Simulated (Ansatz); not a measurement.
A nudged elastic band was laid between two geometries of CH5Ga + H2 (9 atoms, charge 0, multiplicity 1).

Level of theory: RKS PBE0/def2-TZVP in Ansatz.

```yaml
movable_images: 8
climbing_image: no
spring: 5.0 eV/Å²
optimiser: quadratic models (default)
start_path: through a guess of the saddle point
force_threshold: 0.05 eV/Å
iteration_limit: 60
end_points: relaxed
```

Image 0:

```xyz
9
Properties=species:S:1:pos:R:3
Ga -0.007 0.010 0.360
C 0.036 0.332 2.305
H -0.901 0.055 2.791
H 0.862 -0.190 2.791
H 0.186 1.403 2.471
H 1.332 -0.203 -0.441
H -1.359 0.111 -0.439
H -0.314 -2.375 0.219
H -0.264 -2.303 0.967
```

Image 9:

```xyz
9
Properties=species:S:1:pos:R:3
Ga -0.086 -0.600 -0.431
C -0.018 -0.146 2.568
H -0.941 0.096 3.091
H 0.806 -0.238 3.274
H 0.215 0.659 1.868
H 1.327 0.057 -0.610
H -1.380 0.281 -0.524
H -0.210 -2.157 -0.278
H -0.143 -1.110 2.065
```

Problem. Which bonds break or form, and what moves?

Solution. Bonds broken: Ga1–C2, H8–H9. Bonds formed: Ga1–H8, C2–H9. CH5Ga + H2 becomes CH4 + GaH3.

Problem. What energy profile does the band end with?

Solution. It converged. The highest image is number 4 of 0 to 9, 1.08 eV above the first end and 1.48 eV above the last; the last end lies 0.40 eV below the first. No image climbed, so the highest image needn't sit at the top of the path. The orbitals stay closed-shell, which can raise the energy where a bond breaks towards radicals; this wasn't checked here.

```json
{"image": "0", "path coordinate (Å)": "0.00", "energy (eV)": "0.00", "Ga1–C2 (Å)": "1.97", "H8–H9 (Å)": "0.75", "Ga1–H8 (Å)": "2.41"}
{"image": "1", "path coordinate (Å)": "0.38", "energy (eV)": "0.01", "Ga1–C2 (Å)": "1.97", "H8–H9 (Å)": "0.75", "Ga1–H8 (Å)": "2.35"}
{"image": "2", "path coordinate (Å)": "0.76", "energy (eV)": "0.10", "Ga1–C2 (Å)": "1.98", "H8–H9 (Å)": "0.76", "Ga1–H8 (Å)": "2.21"}
{"image": "3", "path coordinate (Å)": "1.13", "energy (eV)": "0.42", "Ga1–C2 (Å)": "2.02", "H8–H9 (Å)": "0.78", "Ga1–H8 (Å)": "2.02"}
{"image": "4", "path coordinate (Å)": "1.51", "energy (eV)": "1.08", "Ga1–C2 (Å)": "2.14", "H8–H9 (Å)": "0.93", "Ga1–H8 (Å)": "1.82"}
{"image": "5", "path coordinate (Å)": "1.89", "energy (eV)": "1.00", "Ga1–C2 (Å)": "2.27", "H8–H9 (Å)": "1.28", "Ga1–H8 (Å)": "1.70"}
{"image": "6", "path coordinate (Å)": "2.27", "energy (eV)": "0.11", "Ga1–C2 (Å)": "2.49", "H8–H9 (Å)": "1.63", "Ga1–H8 (Å)": "1.60"}
{"image": "7", "path coordinate (Å)": "2.65", "energy (eV)": "-0.27", "Ga1–C2 (Å)": "2.71", "H8–H9 (Å)": "1.95", "Ga1–H8 (Å)": "1.57"}
{"image": "8", "path coordinate (Å)": "3.02", "energy (eV)": "-0.38", "Ga1–C2 (Å)": "2.88", "H8–H9 (Å)": "2.28", "Ga1–H8 (Å)": "1.57"}
{"image": "9", "path coordinate (Å)": "3.40", "energy (eV)": "-0.40", "Ga1–C2 (Å)": "3.03", "H8–H9 (Å)": "2.57", "Ga1–H8 (Å)": "1.57"}
```

Problem. What is the geometry of the highest image?

Solution. 
```xyz
9
Properties=species:S:1:pos:R:3
Ga -0.046 -0.230 0.100
C -0.017 -0.006 2.224
H -0.982 -0.131 2.721
H 0.760 -0.496 2.823
H 0.224 1.053 2.198
H 1.385 -0.105 -0.495
H -1.447 0.134 -0.463
H -0.182 -1.977 0.595
H -0.124 -1.401 1.322
```

The band took 7 iterations and of the order of 4 core-minutes.

The run took 73 s on 4 threads of Arm Neoverse V2, on a shared host, peak memory 0.24 GiB.
